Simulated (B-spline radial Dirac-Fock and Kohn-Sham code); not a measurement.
In the model described below, an L1 (2s) vacancy in the Nb⁴⁺ ion, configuration [Kr] 4d1, lives for 0.11 fs, which corresponds to a natural width of 5.75 eV. Out of 1000 such holes, about 6.7 decay by emitting a photon, 823 by a Coster-Kronig transition that moves the hole within the L shell, and the rest by ordinary Auger emission. The strongest X-ray line is Lβ3 (L1-M3) at 2338.7 eV, with 53 % of the radiative rate. The strongest electron group is L1-L3M5 near 24 eV, with 40 % of the non-radiative rate. The Coster-Kronig yields by final subshell (the deeper hole where both stay in the shell) are L2 0.059, L3 0.765. Independent-particle models tend to overestimate Coster-Kronig rates.

The run's input, task.json:

```json
{"items": [{
  "Z": 41,
  "q": 4,
  "cfg": [[1, 0, 2], [2, 0, 2], [2, 1, 6], [3, 0, 2], [3, 1, 6], [3, 2, 10], [4, 0, 2], [4, 1, 6], [4, 2, 1]],
  "A": 93,
  "rrms": 4.324,
  "do": ["binding", "quiet", "decay"],
  "holes": ["K", "L1", "L2", "L3", "M1", "M2", "M3", "M4", "M5", "N1", "N2", "N3"]
}]}
```

Run with: `python xray_run.py task.json out`

Model: independent-particle rates on relativistic LDA orbitals of the hole state (multipoles up to L = 3, Coulomb Auger matrix elements, transition energies from Dirac-Fock). Program: an atomic code on a B-spline grid.

Values without a named source are computed, but for edge energies of neutral atoms, which are taken from tables.
